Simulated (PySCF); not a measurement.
# Reading the logs of faulty runs: CGeH4OSi

These are calculations, not measurements. They come from PySCF 2.14.0, an open-source quantum chemistry program, on an isolated molecule that a program drew, which may never have been made. The molecule is CGeH4OSi (charge 0, singlet), drawn as the SMILES string `O[CH]=[GeH][SiH]`.

Each row is a Hartree-Fock (HF) and frozen-core CCSD(T) single point in the cc-pV(D+d)Z basis, meant for a local HF minimum. Run 1 is clean. Each other run has one planted mistake out of seven kinds, and not every kind appears here: one electron removed, one electron added, multiplicity raised by two, geometry at a saddle point, minimal basis STO-3G, one bond length entered in bohr, all coordinates scaled. The reference is restricted for singlets and unrestricted otherwise, and also for a bond in bohr. Adding or removing an electron swaps singlet and doublet. Electrons count all cores. HOMO and LUMO are orbital energies over both spins, the gradient is its largest component, and the lowest frequency (negative if imaginary) is given only where the gradient is small. Bond lengths are over the 7 bonds as drawn. T1 is the CCSD diagnostic: over 0.02 (restricted) or 0.045 (unrestricted) a single reference is doubtful. Germanium has the cc-pVDZ-PP basis, with a core potential (ECP10MDF) in place of its 10 inner electrons, and its 3s, 3p and 3d shells are frozen in CCSD(T).

Geometry of the clean run:
```xyz
8
CGeH4OSi, angstrom
O    -2.8478   -2.0061    1.4325
C    -1.9083   -1.1460    1.7746
Ge   -0.0875   -1.4385    1.8252
Si    0.9091    0.5331    2.5202
H    -3.7123   -1.6223    1.4851
H    -2.2647   -0.1555    2.0562
H     0.3046   -2.8515    1.4143
H     2.3304    0.0159    2.4705
```

| run | electrons | basis functions | <S^2> | HOMO (eV) | LUMO (eV) | gradient (hartree/bohr) | lowest frequency (cm^-1) | mean bond (Å) | longest bond (Å) | T1 | HF (hartree) | CCSD(T) (hartree) | mistake |
|---|---|---|---|---|---|---|---|---|---|---|---|---|---|
| 1 | 64 | 94 | 0.000 | -7.27 | 0.42 | 3.3e-05 | 83 | 1.5076 | 2.316 | 0.0211 | -697.25570 | -697.82265 | no fault |
| 2 | 64 | 94 | 1.616 | -7.77 | 0.34 | 2.3e-02 | - | 1.7011 | 2.878 | 0.0547 | -697.17941 | -697.71583 | one bond length entered in bohr |
| 3 | 64 | 94 | 0.000 | -7.19 | 0.30 | 2.4e-02 | - | 1.5392 | 2.365 | 0.0220 | -697.25229 | -697.82449 | ? |
| 4 | 64 | 94 | 2.434 | -7.39 | -0.37 | 3.7e-02 | - | 1.5076 | 2.316 | 0.0401 | -697.23377 | -697.76213 | ? |

**Which mistake was planted in run 3, and what did it cost?**

The mean and the longest bond both change by the same factor, 1.021, and the gradient is no longer small. So the mistake is: all coordinates scaled. Subtracting run 1 and multiplying by 627.51 kcal/mol a hartree, the energy moved by 2.1 kcal/mol in HF and -1.2 kcal/mol in CCSD(T).

**Which mistake was planted in run 4, and what did it cost?**

Electrons, basis and geometry are unchanged, and <S^2> is 2.434, beside S(S+1) = 2.00 for a multiplicity of 3. So the mistake is: multiplicity raised by two. Subtracting run 1 and multiplying by 627.51 kcal/mol a hartree, the energy moved by 13.8 kcal/mol in HF and 38.0 kcal/mol in CCSD(T).

Cautions from the logs. Run 1: T1 is over the limit, so its CCSD(T) energy is less reliable; run 2: T1 is over the limit, so its CCSD(T) energy is less reliable; run 3: T1 is over the limit, so its CCSD(T) energy is less reliable.
